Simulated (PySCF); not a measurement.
Computed Raman spectrum (relative Raman activity) of a molecule C3H6GeO. The structure is a stationary point at B3LYP-D3(BJ)/def2-SVP. Other conformers were not sampled. Calculation: B3LYP-D3(BJ)/def2-SVP (PySCF 2.14.0). Frequencies are harmonic and unscaled.

Lines under 2 % of the strongest are left out, and lines within 2 cm⁻¹ are merged.

```tsv
ν (cm⁻¹)	relative intensity
434	2.7
490	4.9
559	4.3
644	5.6
689	5.9
807	4.1
844	10
870	6.2
1092	3.9
1120	2.7
1376	3.2
1393	6.8
1859	8.4
2141	100
2156	46
3058	8.2
3063	84
3155	82
```

Which structure fits?
(A) C1=C[O][GeH2][CH2]1
(B) O=C1[CH2][GeH2][CH2]1
(C) [GeH3][C]1=CCO1
(D) C=[C]1O[CH2][GeH2]1

B, O=C1[CH2][GeH2][CH2]1
